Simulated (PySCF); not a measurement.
Mapped SMILES: `[Cl:1][C@@:2]12[CH2:3][CH2:4][CH2:5][C@@H:6]1[CH2:7][CH2:8]2`; H(Xn) means a hydrogen on atom n. Ha(C7), Ha(C8) are cis to C5 on the ring; Ha(C3), Ha(C4), Ha(C5) are cis to C7 on the ring; Hb(C7), Hb(C8) are trans to C5 on the ring; Hb(C3), Hb(C4), Hb(C5) are trans to C7 on the ring.

Geometry: PBE0-D3(BJ)/def2-SVP; GIAO shifts from PySCF 2.14.0 with density-fitted response routines, gas phase, non-relativistic, averaged over equivalent atoms.

At WP04/pcSseg-1 (198 basis functions, 30 s wall time on 1 thread of an Arm Neoverse V1, shared host):
```
 atoms  δ (ppm)
   Cl1    228.8
    C2     82.9
    C6     53.5
    C3     46.7
    C8     40.0
    C5     35.4
    C4     29.8
    C7     23.9
 H(C6)     2.50
Hb(C8)     2.36
Hb(C7)     2.08
Ha(C8)     1.99
Ha(C3)     1.80
Hb(C3)     1.70
Hb(C4)     1.62
Hb(C5)     1.62
Ha(C4)     1.57
Ha(C5)     1.35
Ha(C7)     1.11
```

Chemical shifts δ = σref − σ; 35Cl (σref 900.97) against HCl; 13C (σref 172.44), 1H (σref 31.56) vs TMS, all at this level.

What do these become at PBE0/pcSseg-1?

## Answers


```tsv
atoms	δ at PBE0/pcSseg-1	change
Cl1	247.4	+18.6
C2	75.4	-7.5
C6	50.3	-3.2
C3	46.0	-0.7
C8	37.6	-2.4
C5	33.8	-1.6
C4	27.1	-2.7
C7	20.4	-3.5
H(C6)	2.55	+0.05
Hb(C8)	2.47	+0.11
Hb(C7)	2.22	+0.14
Ha(C8)	2.03	+0.04
Ha(C3)	1.81	+0.01
Hb(C3)	1.70	+0.00
Hb(C4)	1.72	+0.10
Hb(C5)	1.69	+0.07
Ha(C4)	1.68	+0.11
Ha(C5)	1.36	+0.01
Ha(C7)	1.06	-0.05
```

Shifts are taken against calculated references (same method and geometry level): 35Cl (σ = 943.27 ppm) vs HCl; TMS for 13C (σ = 184.41 ppm) and 1H (σ = 31.27 ppm).

The largest change is at Cl1 (chlorine bonded to C). Cost: 198 basis functions, 32 s wall time on 1 thread of an Arm Neoverse V1, shared host. The order of the carbon signals is the same at both levels.

Carbons that carry Cl, above all several Cl atoms, come out too deshielded, partly because spin–orbit coupling is missing.
